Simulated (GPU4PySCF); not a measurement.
GPU4PySCF job for di-tert-butyl disulfide (C8H18S2), SMILES CC(C)(C)SSC(C)(C)C, B3LYP/pcSseg-1. Geometry: ωB97M-D3(BJ)/def2-TZVP. One conformer was computed; it need not be the lowest.

```python
import numpy as np
import cupy as cp
from pyscf import gto, lo
from gpu4pyscf import dft
from gpu4pyscf.properties import shielding

mol = gto.M(
    atom='''
    C    -2.57968064    1.34761775   -0.47963495
    C    -2.11043904    0.05876187    0.18307314
    C    -3.20984245   -1.00031403    0.12911353
    C    -1.69211356    0.32327591    1.61905095
    S    -0.74976160   -0.69257949   -0.81847583
    S     0.74976160    0.69257950   -0.81847582
    C     2.11043905   -0.05876187    0.18307314
    C     3.20984245    1.00031404    0.12911354
    C     2.57968063   -1.34761775   -0.47963496
    C     1.69211355   -0.32327592    1.61905095
    H    -3.42437185    1.76032670    0.07554858
    H    -2.89241916    1.16516593   -1.50644099
    H    -1.78272943    2.08985768   -0.48665683
    H    -2.88513970   -1.93021686    0.59532048
    H    -4.08599338   -0.63592956    0.66679711
    H    -3.50458999   -1.21091566   -0.89865827
    H    -2.53056568    0.75798429    2.16645771
    H    -0.86358401    1.02765177    1.65352210
    H    -1.39304750   -0.59554025    2.12010735
    H     2.88513970    1.93021686    0.59532050
    H     4.08599337    0.63592956    0.66679711
    H     3.50458999    1.21091565   -0.89865826
    H     3.42437186   -1.76032671    0.07554857
    H     1.78272943   -2.08985768   -0.48665684
    H     2.89241916   -1.16516593   -1.50644100
    H     0.86358401   -1.02765177    1.65352210
    H     1.39304750    0.59554023    2.12010735
    H     2.53056568   -0.75798430    2.16645771
    ''',
    basis='pcSseg-1',
    charge=0,
    spin=0,
    max_memory=12000,
    verbose=3,
)
mf = dft.RKS(mol, xc='b3lyp').density_fit(auxbasis='def2-universal-jkfit')
mf.grids.atom_grid = (99, 590)
mf.conv_tol = 1e-10
mf.max_cycle = 100
mf.kernel()
dia, para = shielding.eval_shielding(mf)
sigma = (dia + para).get()
print('atom   isotropic/ppm   span/ppm')
for i, s in enumerate(sigma):
    w = np.linalg.eigvalsh((s + s.T) / 2)
    print(f'{mol.atom_symbol(i):2s}{i + 1:3d} {w.mean():14.3f} {w[2] - w[0]:11.3f}')
```

Output:

```
converged SCF energy = -1112.06410657629
atom   isotropic/ppm   span/ppm
C   1        147.709      56.863
C   2        129.639      41.355
C   3        150.343      50.544
C   4        149.135      47.060
S   5        364.931     375.399
S   6        364.931     375.399
C   7        129.639      41.355
C   8        150.343      50.544
C   9        147.709      56.863
C  10        149.135      47.060
H  11         30.891      11.189
H  12         30.658       9.975
H  13         30.018       9.270
H  14         30.512      10.369
H  15         30.479      10.992
H  16         30.422      10.270
H  17         30.767      10.812
H  18         29.829       8.164
H  19         30.690       9.267
H  20         30.512      10.369
H  21         30.479      10.992
H  22         30.422      10.270
H  23         30.891      11.189
H  24         30.018       9.270
H  25         30.658       9.975
H  26         29.829       8.164
H  27         30.690       9.267
H  28         30.767      10.812
```

Self-consistency was reached.
